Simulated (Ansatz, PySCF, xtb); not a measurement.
Dimer: NH3 (SMILES N) (first 4 atoms) with PH3 (SMILES P); geometry from B3LYP-D3(BJ)/def2-TZVP, rigid monomers moved along the line of their centres of mass till N1···P5 is 2.90 Å.
(charge 0, multiplicity 1):
```xyz
8

N     -0.064    -0.116     0.076
H     -0.906    -0.681     0.077
H     -0.342     0.836    -0.131
H      0.520    -0.439    -0.686
P     -0.095     0.395     2.932
H      1.150     0.895     2.484
H      0.264     0.467     4.308
H      0.292    -0.960     2.805
```

Interaction energies are E(AB) − E(A) − E(B) at the monomers' geometry in the complex; basis-set methods are counterpoise corrected. Rows marked so take none.

Cores are frozen in the correlated methods. CBS(a, b) extrapolates the correlation energy as X⁻³ and adds the Hartree–Fock energy of set b. Rows in STO-3G carry no dispersion term and start afresh at each structure.

Programs: Ansatz (Gaussian orbitals); PySCF for STO-3G rows, the dispersion terms; xtb for the GFN methods. Values without a source in brackets are computed.

| level | interaction energy (kcal/mol) |
|---|---|
| GFN2-xTB | -3.74 |
| HF/STO-3G (no counterpoise) | 1.03 |
| PBE/def2-TZVPPD | -0.17 |
| r2SCAN-D3(BJ)/def2-TZVPPD | -0.88 |
| B3LYP-D4/def2-TZVPPD | -0.72 |
| SCS-MP2/aug-cc-pV(D+d)Z | 0.57 |
| SCS-MP2/aug-cc-pV(T+d)Z | 0.00 |
| CCSD/aug-cc-pV(T+d)Z | [?] |
| CCSD(T)/CBS(aug-cc-pV(D+d)Z, aug-cc-pV(T+d)Z) | -0.74 |

Q: Fill in the missing entries.

A: 
- CCSD/aug-cc-pV(T+d)Z, interaction energy (kcal/mol): -0.05

Ansatz is a quantum-chemistry and plane-wave program.
